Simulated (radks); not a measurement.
Values are calculated unless marked as measured or tabulated.
All-electron atom: Er in [Xe] 4f12 6s2 (the NIST ground configuration). Level of theory: scalar-relativistic Kohn-Sham, PBE, spin-unpolarised, spherical densities, point nucleus; hard spherical wall at 5 bohr (a radial shooting solver on a logarithmic mesh with Libxc functionals).

Normalised radial functions P(r) = r R(r), r in bohr:

| r | 4s | 5p |
|---|---|---|
| 0.002255 | 0.2265 | 0.0045 |
| 0.003446 | 0.2973 | 0.0091 |
| 0.005224 | 0.3675 | 0.0182 |
| 0.007982 | 0.4139 | 0.0360 |
| 0.0121 | 0.3869 | 0.0671 |
| 0.01849 | 0.2181 | 0.1176 |
| 0.02803 | -0.1232 | 0.1794 |
| 0.04283 | -0.5354 | 0.2174 |
| 0.06492 | -0.6241 | 0.1506 |
| 0.09921 | 0.0152 | -0.0798 |
| 0.1504 | 0.8918 | -0.3024 |
| 0.2298 | 0.5156 | -0.1287 |
| 0.3483 | -1.1016 | 0.3683 |
| 0.5323 | -1.5920 | 0.3229 |
| 0.8069 | -0.6761 | -0.4433 |
| 1.233 | -0.0913 | -0.9304 |
| 1.869 | -0.0032 | -0.6778 |
| 2.856 | 0.0000 | -0.2414 |
| 4.329 | 0.0000 | -0.0335 |

4s: eigenvalue -422.04 eV, 3 radial nodes at r = 0.0246, 0.0985, 0.265 bohr, <r> = 0.508 bohr, 90 % of the charge inside 0.730 bohr. 5p: eigenvalue -22.598 eV, 3 radial nodes at r = 0.0878, 0.257, 0.647 bohr, <r> = 1.51 bohr, 90 % of the charge inside 2.24 bohr.
